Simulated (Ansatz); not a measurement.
M(PH3)Cl with several metals: binding per atom (eV) at several levels, gas phase, relaxed structures; Ansatz. Core potentials for Ag, Au in the def2 sets, no spin–orbit coupling. Binding counts from free atoms in the multiplicity of their measured ground term, without zero-point energy. Names give formal oxidation states. The structures are stationary points that may keep the symmetry of their start. Correlated methods freeze inner cores and use unrestricted references for open shells.

| species | state | geometry | PBE-D4/def2-SVP | PBE-D4/def2-TZVP | r2SCAN-D4/def2-TZVP | B3LYP-D4/def2-TZVP | PBE0-D4/def2-SVP | MP2/def2-TZVP |
| --- | --- | --- | --- | --- | --- | --- | --- | --- |
| Au(PH3)Cl (PH3AuCl) | singlet | PBE-D4/def2-TZVP | 2.60 | 2.65 | 2.66 | 2.60 | 2.54 | 2.54 |
| Cu(PH3)Cl (CuPH3Cl) | singlet | PBE-D4/def2-TZVP | 2.71 | 2.67 | 2.69 | 2.63 | 2.62 | 2.53 |
| Ag(PH3)Cl (AgPH3Cl) | singlet | PBE0-D4/def2-TZVP | 2.51 | 2.53 | 2.54 | 2.50 | 2.46 | 2.40 |
